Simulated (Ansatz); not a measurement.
One geometry of Si₃S₄⁻, several levels of theory.

```yaml
crystal:
  periodic: [false, false, false]
  atoms:
    - {symbol: Si, position_ang: [0.037165, 0.862229, 0.502102]}
    - {symbol: Si, position_ang: [0.895765, -1.997393, -0.166397]}
    - {symbol: Si, position_ang: [-1.082769, -1.098391, -1.564201]}
    - {symbol: S, position_ang: [0.687437, -0.864714, 1.722763]}
    - {symbol: S, position_ang: [1.002387, 0.004238, -1.413544]}
    - {symbol: S, position_ang: [-2.006491, 0.362442, -0.182868]}
    - {symbol: S, position_ang: [0.466505, 2.731589, 1.102146]}
basis:
  gaussian: {orbitals: def2-TZVPD, initial_orbitals: start.molden}
total_charge: -1
magnetization: {spin_polarized: true, initial_magnetization: 1}
hamiltonian: {xc: {name: B3LYP}, dispersion: d4}
scf: {omitted_lower_state_checks: [starts]}
output: {orbitals: {seedname: orbitals}}
```

The file start.molden holds the orbitals of an earlier run on this structure, at another level or in another basis.

```sh
$ ansatz run in.yaml --threads 4 --pin off --events-out ev --progress --plain --max-ram 4787MiB
```

It prints (some lines left out):

```
Functional definition: B3LYP
2051 factors; their error is unknown
the host lacks memory for fits, so the integrals are decomposed
1910 factors; integrals over basis functions are off by at most 8.8e-4 eV
mean field evaluation 1: about -66985.7344 eV, gradient 7.3e0 eV
mean field evaluation 2: about -66985.8663 eV, gradient 1.5e-1 eV
mean field evaluation 4: about -66986.1307 eV, gradient 2.8e-3 eV
mean field -66986.13071267 eV, -2461.6948988604 hartree, gradient 4.2e-5 eV, S^2 0.760351; 0 other end points of the search recorded, 0 dependent functions left out
reference -66986.13098762 eV, -2461.6949089648 hartree; 54, 53 occupied and 259, 260 virtual orbitals, 1910 factors
Total energy: -66987.25236871 eV, -2461.7361189597 hartree
Checks for a lower state left out: starts
```

Hardware: 4 threads of Intel Xeon 6975P-C on a shared host. Wall time 11 s, peak host memory 1.7 GiB.

As the first input, with `hamiltonian: {xc: hf}` (abridged; 11 s):

```
Functional definition: HF
the host lacks memory for fits, so the integrals are decomposed
mean field -66864.34986028 eV, -2457.2195350811 hartree, gradient 3.6e-5 eV, S^2 0.858965
Total energy: -66864.34986028 eV, -2457.2195350811 hartree
Checks for a lower state left out: starts
```

Geometry: PBE-D4/def2-SVPD.

B3LYP takes the VWN-RPA correlation. The structure comes from a short search, and lower isomers may exist.
